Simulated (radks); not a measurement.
The numbers below are computed, except where a source is named.
Ionisation of the gallium ion Ga+, [Ar] 3d10 4s2, to [Ar] 3d10 4s1 as the strength of local exchange is varied. Level of theory: Dirac Kohn-Sham, Slater X-alpha exchange (alpha = 2/3 is LDA exchange), no correlation, spin-unpolarised, spherical densities, finite nucleus; Fermi nuclear charge, rms radius 3.9973 fm (a radial shooting solver on a logarithmic mesh with Libxc functionals).

alpha,E(Ga+) (hartree),exchange (hartree),IE (eV),-e of the level emptied (eV),<r> of it (bohr)
0.578,-1929.00976,-60.14195,19.380,14.591 (4s1/2),2.268
0.602,-1931.50867,-62.72298,19.619,14.820 (4s1/2),2.258
0.667,-1938.29333,-69.74658,20.273,15.447 (4s1/2),2.229
0.78,-1950.14639,-82.07224,21.431,16.564 (4s1/2),2.181
0.863,-1958.89959,-91.21868,22.299,17.405 (4s1/2),2.148
0.91,-1963.87383,-96.43285,22.796,17.889 (4s1/2),2.129
0.97,-1970.24240,-103.12578,23.439,18.515 (4s1/2),2.106
1.044,-1978.12545,-111.43674,24.241,19.299 (4s1/2),2.079

NIST Atomic Spectra Database: 20.515 eV (measured). The Delta-SCF value meets it near alpha = 0.69. Spin polarisation and multiplet splitting are left out, so open shells lie too high by an amount that depends on their filling.

Beside tabulated values, note that spin-unpolarised runs miss the spin-polarisation part of the exchange energy of open shells.
